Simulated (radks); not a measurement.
Valence configurations of the xenon ion Xe3+ (all share [Kr]). Calculated with a radial shooting solver on a logarithmic mesh with Libxc functionals: Dirac Kohn-Sham, PBE, spin-unpolarised, spherical densities, finite nucleus; open shells fill j = l - 1/2 first; Fermi nuclear charge, rms radius 4.7859 fm. Order these by energy: 4d9 5s2 5p4; 4d10 5s2 5p3; 4d9 5s1 5p5; 4d9.5 5s0.5 5p5; 4d7 5s2 5p6; 4d9 5p6; 4d10 5p5; 4d10 5s1 5p4; 4d8 5s2 5p5.

Answer. From the lowest, in eV above it: 4d10 5s2 5p3 0.000; 4d10 5s1 5p4 13.834; 4d10 5p5 27.794; 4d9.5 5s0.5 5p5 49.734; 4d9 5s2 5p4 58.183; 4d9 5s1 5p5 72.719; 4d9 5p6 87.374; 4d8 5s2 5p5 121.87; 4d7 5s2 5p6 191.09. NIST lists [Kr] 4d10 5s2 5p3 as the ground configuration; this level of theory agrees among the configurations tried. The energies are those of spherical spin-averaged densities, not of single terms.
